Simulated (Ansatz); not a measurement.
Gas-phase electronic energies from Ansatz, PBE0-D4/def2-TZVP geometries. CCSD(T)/CBS is the MP2 limit (def2-TZVPP, def2-QZVPP) plus CCSD(T) − MP2 in def2-TZVPP, frozen cores. This one scheme is used for every species. DFT in def2-TZVPP. def2 core potentials past Kr. For Br, In outer-core shells are correlated without core-valence functions, which leaves a few kJ/mol of doubt a bond. Scalar relativity is left out up to krypton.

`[Cl][In]([Br])[Br]` + CH₄ → `[CH3][In]([Cl])[Br]` + HBr  (formal exchange of groups at the In–Br bond)

`[Cl][In]([Br])[Br]`:

Z-matrix (Å, degrees):
```
In
Cl 1 2.299
Br 1 2.434 2 119.4
Br 1 2.434 2 119.4 3 180.0
```

CH₄:

Cartesian coordinates in Å:
```
C 0.000 0.000 0.000
H -0.084 0.333 1.034
H -0.993 -0.060 -0.444
H 0.470 -0.982 -0.028
H 0.607 0.709 -0.562
```

`[CH3][In]([Cl])[Br]`:

Cartesian coordinates in Å:
```
C 0.363 0.722 -0.809
In -0.322 -0.633 0.683
Cl -2.304 -1.834 0.496
Br 0.849 -1.115 2.794
H 1.445 0.819 -0.739
H 0.073 0.350 -1.790
H -0.104 1.692 -0.636
```

HBr:

Cartesian coordinates in Å:
```
Br -0.103 -0.158 0.685
H 0.103 0.158 -0.685
```

| level | ΔE (kJ/mol) |
| --- | --- |
| r2SCAN-D4 | 135.5 |
| PBE | 127.4 |
| PBE0 | 133.1 |
| MP2/CBS(def2) | 134.5 |

**Question.** What does CCSD(T)/CBS give? (Estimate.)

**Answer.** Computed: +133.1 kJ/mol. The listed levels differ from it by 2.4, -5.7, 0.0, 1.4 kJ/mol.

Largest T1 diagnostic among the species: 0.011.

From PBE to PBE0 (25 % exact exchange), in def2-TZVPP and without D4, ΔE moves by +5.7 kJ/mol. Leaving LDA and LC-ωPBE aside and taking each functional with its dispersion term where it has one, the values, not all of them listed here, spread over 16.9 kJ/mol, from PBE-D4 to BHLYP-D4. LDA lies −8.3 kJ/mol from PBE without D4.
